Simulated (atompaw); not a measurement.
# indium (In): PAW (atompaw) pseudisation with LDA (PW92), scalar-relativistic reference atom.

Input for atompaw 4.2.0.5:

```
In 49
LDA-PW scalarrelativistic loggrid 1500 logderivrange -8 5 326
5 5 4 0 0 0
5 1 1
0 0 0
c
c
c
c
v
c
c
v
v
c
v
2
1.60 1.30 1.05 1.45
y
-0.15
n
n
y
-0.3
n
modrrkj vanderbiltortho besselshape
bessel
1.20
1.60
1.00
1.60
1.60
1.60
PWSCFOUT
UPFDX 0.0125d0 UPFXMIN -7.d0 UPFZMESH 49.d0
END
```

Command:

```bash
atompaw < In.input > In.log
```

Output (summary file):

```
[... start of the log left out ...]
   Valence                  :     -568.11313396917853

 PAW parameters:
       lmax =            2
         rc =    1.6053408728801466
        irc =         1050
   rc_shape =    1.3032391238051546
    rc_vloc =    1.0579822430171348
    rc_core =    1.4590447229461083
   Vloc: truncated form - Vps(r)=A.sin(qr)/r for r<rc
   Projector type: modified RKKJ projectors + Vanderbilt ortho.
   Bessel compensation charge shape zeroed at   1.3032E+00

 Number of basis functions     6
 No.   n  nodes  l      Energy         Cp coeff         Occ
  1    5    4    0   -0.6234187E+00 -0.2388295E+02  0.2000000E+01
  2  999    5    0   -0.1500000E+00 -0.1285791E+02  0.0000000E+00
  3    4    2    1   -0.5736709E+01 -0.3141953E+02  0.6000000E+01
  4    5    3    1   -0.1983001E+00  0.3500698E+02  0.1000000E+01
  5    4    1    2   -0.1375711E+01  0.2043080E+01  0.1000000E+02
  6  999    2    2   -0.3000000E+00  0.1052462E-01  0.0000000E+00

 Eigenvalues of overlap operator (in the basis of projectors):
    1       -6.82504466E-01
    2        5.41604168E-03
    3        1.31065647E+00
    4        3.50219067E+00
    5        3.73189084E+02
    6        4.42030260E+07

The overlap operator has at least one negative eigenvalue!
It might be not positive definite...
Program is stopping.
This probably means that your projectors are too similar
or that your PAW basis is incomplete.
Advice: try to change your input parameters (f.i. : reference energies).
```

The run stopped because the overlap operator built from these waves and projectors is not positive definite.

The run took about 3.2 s on one core of a shared server CPU.
